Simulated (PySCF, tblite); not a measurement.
Isomers of C5H8NO (doublet state), one GFN2-xTB conformer each. Single-point energies are computed at B3LYP/pcH-1 (PySCF, gas phase, no added dispersion term), electronic only. GFN2-xTB treats the open shell by occupation alone, and not every SCF solution was tested for stability.

Question: Rank them by B3LYP/pcH-1 energy, lowest first (kJ/mol).
A. `[CH:1]1[N:2]=[CH:3][CH2:4][CH2:5][CH2:6][O:7]1` (doublet state) with O7–C1–N2–C3 -14°, N2–C3–C4–C5 -1°, C3–C4–C5–C6 53°, C4–C5–C6–O7 -89°
B. `[CH3:1][CH:2][C@H:3]([C:4]#[N:5])[O:6][CH3:7]` (doublet state) with C1–C2–C3–C4 -85°, C2–C3–O6–C7 178°
C. `[CH:1]1[CH2:2][CH2:3][CH:4]=[N:5][CH2:6][O:7]1` (doublet state) with O7–C1–C2–C3 51°, C1–C2–C3–C4 -73°, C2–C3–C4–N5 28°, C4–N5–C6–O7 31°
D. `[CH2:1][N:2]([CH:3]=[O:4])[CH2:5][CH:6]=[CH2:7]` (doublet state) with H–C1–N2–C3 179° and 0°, C1–N2–C3–O4 180°, C1–N2–C5–C6 65°, N2–C5–C6–C7 -132°
E. `[NH2:1][C@H:2]1[CH2:3][CH:4][C:5](=[O:6])[CH2:7]1` (doublet state) with H–N1–C2–C3 174° and -67°, N1–C2–C3–C4 147°, C2–C3–C4–C5 -13°, C3–C4–C5–O6 179°, C4–C5–C7–C2 15°
F. `[NH:1][C@H:2]1[CH2:3][CH2:4][C:5](=[O:6])[CH2:7]1` (doublet state) with H–N1–C2–C3 134°, N1–C2–C3–C4 153°, C2–C3–C4–C5 -29°, C3–C4–C5–O6 -173°, C4–C5–C7–C2 17°

Answer: E (0.0), A (40.2), F (43.9), D (50.2), C (110.8), B (117.8).

As drawn, the lowest has an N–H bond, which the highest lacks. Neighbours under 21 kJ/mol apart ([CH]1N=CCCCO1 and [NH][C@H]1CCC(=O)C1; [NH][C@H]1CCC(=O)C1 and [CH2]N(C=O)CC=C; [CH]1CCC=NCO1 and C[CH][C@H](C#N)OC) can change places with a better method, another conformer or zero-point energy. GFN2-xTB itself gives, in the same order: 43.9, 0.0, 93.8, 101.8, 98.1, 200.0. GFN2-xTB puts [CH]1N=CCCCO1 lowest instead; measured from each level's own lowest isomer, the values differ by up to 82.2 kJ/mol (C[CH][C@H](C#N)OC: 200.0 against 117.8).

Question: What happens when harmonic zero-point energies from GFN2-xTB frequencies are added?

Answer: 
```
             SMILES  ZPE (kJ/mol)  electronic (kJ/mol)  with ZPE (kJ/mol)
N[C@H]1C[CH]C(=O)C1         319.1                  0.0                0.0
      [CH]1N=CCCCO1         321.1                 40.2               42.2
[NH][C@H]1CCC(=O)C1         316.7                 43.9               41.5
    [CH2]N(C=O)CC=C         309.5                 50.2               40.7
      [CH]1CCC=NCO1         318.9                110.8              110.5
  C[CH][C@H](C#N)OC         306.7                117.8              105.4
```

The zero-point energies span 14.4 kJ/mol. The lowest isomer stays, but the order above it changes.
